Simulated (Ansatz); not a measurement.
Cost and result for the atomization energy of C2H6O3Si (`CO[SiH](O)C=O`) (12 atoms, 11 bonds).

```xyz
12

C     1.6578   -0.2161    1.2996
O     0.5686    0.4080    0.6539
Si   -0.2489   -0.1998   -0.6178
O    -1.2240   -1.4661   -0.2918
C    -1.4451    1.2146   -1.1214
O    -2.6342    1.0035   -1.0451
H     2.1887    0.5377    1.8827
H     2.3555   -0.6542    0.5767
H     1.3092   -1.0032    1.9741
H     0.7160   -0.6192   -1.6645
H    -2.1515   -1.2232   -0.1959
H    -1.0921    2.2180   -1.4507
```

Total charge 0; spin multiplicity 1. All single points use the PBE0-D4/def2-TZVP geometry. It is one conformer, not always the lowest. Program: Ansatz. All runs use 4 threads of an Arm Neoverse V2 on a shared host. Times are those of one run each, without the atoms' runs, and a repeat can differ threefold. Electronic energies, without spin–orbit coupling; frozen cores. CCSD(T)/CBS adds CCSD(T) − MP2 in def2-TZVPP to the MP2 limit, and its time is that of the two runs behind it. T1 = 0.014. B3LYP takes the VWN-RPA correlation (the form of Gaussian; ORCA's B3LYP/G).

CCSD(T)/CBS is a level of theory with its own doubt, some kJ/mol a heavy atom from the limit and from the frozen cores, so smaller differences don't rank the functionals.

```json
{"level": "PBE-D4/def2-TZVPP (with forces)", "functions": "281", "wall time": "3 s"}
{"level": "PBE0-D4/def2-TZVPP", "functions": "281", "wall time": "3.6 s"}
{"level": "r2SCAN-D4/def2-TZVPP (with forces)", "functions": "281", "wall time": "6 s"}
{"level": "B3LYP-D4/def2-TZVPP (with forces)", "functions": "281", "wall time": "6 s"}
{"level": "B2PLYP/def2-TZVPP", "functions": "281", "wall time": "7.5 s"}
{"level": "ωB97X-V/def2-TZVPP", "functions": "281", "wall time": "9.5 s"}
{"level": "ωB97M-V/def2-TZVPP (with forces)", "functions": "281", "wall time": "14 s"}
{"level": "MP2/def2-QZVPP", "functions": "535", "wall time": "29 s"}
{"level": "CCSD(T)/def2-TZVPP", "functions": "281", "wall time": "5.5 min"}
{"level": "CCSD(T)/CBS(def2)", "functions": "–", "wall time": "6 min"}
```

**Question.** What atomization energy does each give, and how far from CCSD(T)/CBS? (Best estimate.)

**Answer.** Ansatz gave: 
| level | atomization (kJ/mol) | difference from CCSD(T)/CBS | per bond |
| --- | --- | --- | --- |
| PBE-D4/def2-TZVPP (with forces) | 4895.1 | 91.5 | 8.3 |
| PBE0-D4/def2-TZVPP | 4768.5 | -35.1 | -3.2 |
| r2SCAN-D4/def2-TZVPP (with forces) | 4798.4 | -5.2 | -0.5 |
| B3LYP-D4/def2-TZVPP (with forces) | 4780.8 | -22.8 | -2.1 |
| B2PLYP/def2-TZVPP | 4742.9 | -60.7 | -5.5 |
| ωB97X-V/def2-TZVPP | 4802.5 | -1.1 | -0.1 |
| ωB97M-V/def2-TZVPP (with forces) | 4807.1 | 3.5 | 0.3 |
| MP2/def2-QZVPP | 4867.6 | 64.0 | 5.8 |
| CCSD(T)/def2-TZVPP | 4663.9 | -139.7 | -12.7 |
| CCSD(T)/CBS(def2) | 4803.6 | 0.0 | 0.0 |

From PBE to PBE0 (25 % exact exchange), in def2-TZVPP and without D4, the atomization energy moves by −123.0 kJ/mol: exact exchange takes away binding that semilocal exchange gives to molecules. In def2-TZVPP, CCSD(T) changes the Hartree–Fock value by +1285.1 kJ/mol (the triples alone add +81.3 kJ/mol) and MP2 by +1405.1 kJ/mol; breaking electron pairs costs correlation energy, which Hartree–Fock lacks. The D4 term adds +37.8 kJ/mol with B3LYP and +19.9 kJ/mol with PBE0; it sums over pairs of atoms, weighted by their polarisabilities, and B3LYP, whose exchange is more repulsive, gets the larger term.
